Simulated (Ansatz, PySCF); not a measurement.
Si(H)3(Cl) anion (ClH3Si), SMILES [SiH3]Cl (connectivity only; charge and spin as stated), charge -1, multiplicity 2. Atoms are numbered in the order given.

```xyz
5

Si    -0.0715    -0.2221    -0.2373
Cl     2.2443     0.4448     0.4701
H     -1.2316    -0.9360    -0.9774
H     -0.4440     1.2027    -0.5058
H     -0.4665    -0.5062     1.1783
```
Charge -1, spin multiplicity 2.

Coordinates come from a TPSSh-D3(BJ)/def2-TZVPD optimisation. The multiplicity is an assumed one; other spin states were not compared. The isomer is the one that the SMILES or the coordinates give; other isomers of the formula were not compared.

Two levels are set side by side: PBE-D3(BJ)/def2-TZVPD (Ansatz, a program for electronic structure) and TPSSh-D3(BJ)/def2-TZVPD (PySCF). Each level has its own optimised geometry; the coordinates shown are those of the second. Frequencies come from the Hessian of PySCF at each geometry. Differences are taken from unrounded values.

```tsv
quantity	TPSSh-D3(BJ)
mean bond length (Å)	1.764
bond Si1–Cl2 (Å)	2.512
bond Si1–H3 (Å)	1.550
bond Si1–H4 (Å)	1.497
bond Si1–H5 (Å)	1.497
highest harmonic wavenumber (cm⁻¹)	2136
mean harmonic wavenumber (cm⁻¹)	1103
zero-point energy (kcal/mol)	14.19
```

### Question
What does PBE-D3(BJ) give, and how far is it from TPSSh-D3(BJ)? (Estimate from the structure and the level; the computed values follow.)

### Answer

```csv
quantity,PBE-D3(BJ),PBE-D3(BJ) minus TPSSh-D3(BJ)
mean bond length (Å),1.774,0.010
bond Si1–Cl2 (Å),2.504,-0.007
bond Si1–H3 (Å),1.565,0.015
bond Si1–H4 (Å),1.513,0.016
bond Si1–H5 (Å),1.513,0.016
highest harmonic wavenumber (cm⁻¹),2052,-83
mean harmonic wavenumber (cm⁻¹),1050,-53
zero-point energy (kcal/mol),13.51,-0.68
```

Exact exchange shortens and stiffens bonds; PBE has none. Differences between two approximate levels are no errors against the true value.
